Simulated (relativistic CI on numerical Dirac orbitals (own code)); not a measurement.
Computed by Dirac-Coulomb-Breit CI, KLI orbitals optimised for each configuration, model QED (radiative potential, 1s self-energy scaled to tabulated hydrogen-like ionisation energies), valence Slater integrals scaled by 0.85, configuration energies shifted to the measured levels that pair with them (semi-empirical) (own radial code, finite nucleus).

Configuration list (outside the closed core [Ar] 3d10): 4s²4p⁶, 4s²4p⁵4d, 4s²4p⁵5s, 4s²4p⁵5p, 4s4p⁶4d, 4s²4p⁵5d, 4s²4p⁵4f, 4s²4p⁵6s, 4s²4p⁵6p, 4s²4p⁵6d, 4s²4p⁴4d², 4s4p⁶4f, 4s²4p⁴4f², 4p⁶4d², 4s²4p⁵5f, 4s²4p⁵5g, 4s²4p⁴4d4f, 4s²4p⁵6f, 4s4p⁶5s, 4s4p⁵4d², 4s²4p⁴4d5s, 4s4p⁶5p, 4s4p⁶5d, 4p⁶4f², 4s4p⁶6s, 4s²4p⁴4d5p, 4s4p⁶6p, 4s²4p⁴5s², 4s4p⁶5f, 4s4p⁶6d. Levels of other configurations are missing.

Configurations whose levels could be paired with our table of measured levels were shifted onto them, all but the ground configuration, by the median error of their levels; single terms can still be off by 1,000 to 2,000 cm⁻¹ or more, and rates follow the energies as ν³ (E1, M1) or ν⁵ (E2). The others borrow a shift and can be off by several thousand cm⁻¹ or more. 48 of the 69 excited levels that our extract of the measured tables holds in this range could be paired (the sources list more); they are missed by 359 cm⁻¹ on average and 2083 at most, after the shifts were fitted to these levels, and levels without a partner can miss by more.

Outline of the computed level scheme of Zr V. Lowest level of each configuration: 4s²4p⁶ ¹S0 at 0.0000 eV; 4s²4p⁵4d ³P°0 at 29.9317 eV; 4s²4p⁵5s ³P°2 at 40.2891 eV; 4s²4p⁵5p ³S1 at 46.0999 eV; 4s4p⁶4d ³D1 at 53.8928 eV; 4s²4p⁵5d ³P°0 at 56.1581 eV; 4s²4p⁵4f ³G5 at 56.2573 eV.

Some strong electric-dipole decays among the lowest 45 levels: 4s²4p⁵4d ¹P°1 → 4s²4p⁶ ¹S0 (1.2e+11 s⁻¹); 4s²4p⁵5s ¹P°1 → 4s²4p⁶ ¹S0 (2.8e+10 s⁻¹); 4s²4p⁵4f ³G5 → 4s²4p⁵4d ³F°4 (8.4e+09 s⁻¹); 4s²4p⁵4f ³F4 → 4s²4p⁵4d ³D°3 (6.7e+09 s⁻¹); 4s²4p⁵4f ³G4 → 4s²4p⁵4d ³F°3 (6.3e+09 s⁻¹); 4s²4p⁵4f ³G3 → 4s²4p⁵4d ³F°2 (6.2e+09 s⁻¹); 4s²4p⁵4f ³F3 → 4s²4p⁵4d ³P°2 (6.2e+09 s⁻¹); 4s²4p⁵4f ³D1 → 4s²4p⁵4d ³P°0 (4.8e+09 s⁻¹).

LS names give the leading component of a level, which can be under half, so a name can repeat, a term be missing and a line seem to break the LS rules.
